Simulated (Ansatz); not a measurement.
C$_{2}$H$_{9}$FSi$_{2}$, SMILES `CC[SiH2][SiH2]F`. Charge 0, multiplicity 1.

```xyz
14

C     0.109    1.678    1.606
C    -0.384    0.932    0.369
Si    0.522   -0.687    0.061
Si   -0.256   -1.782   -1.859
F    -0.103   -0.808   -3.133
H     1.171    1.926    1.525
H    -0.437    2.614    1.751
H    -0.018    1.079    2.511
H    -1.453    0.713    0.454
H    -0.273    1.556   -0.525
H     0.327   -1.621    1.210
H     1.987   -0.443   -0.073
H    -1.699   -2.131   -1.745
H     0.506   -3.025   -2.150
```

Task: Give the diagnostics of a CCSD(T)/def2-TZVPP run (frozen core, Ansatz 0.2.0). (An estimate is asked.)

Result: The calculation gave: T1 = 0.0112, largest single amplitude 0.011, largest double 0.018, (T) share of the correlation energy 3.3 %, 9 CCSD cycles. The RHF solution is stable towards an unrestricted one. T1 lies under the customary mark of 0.02 for closed shells.
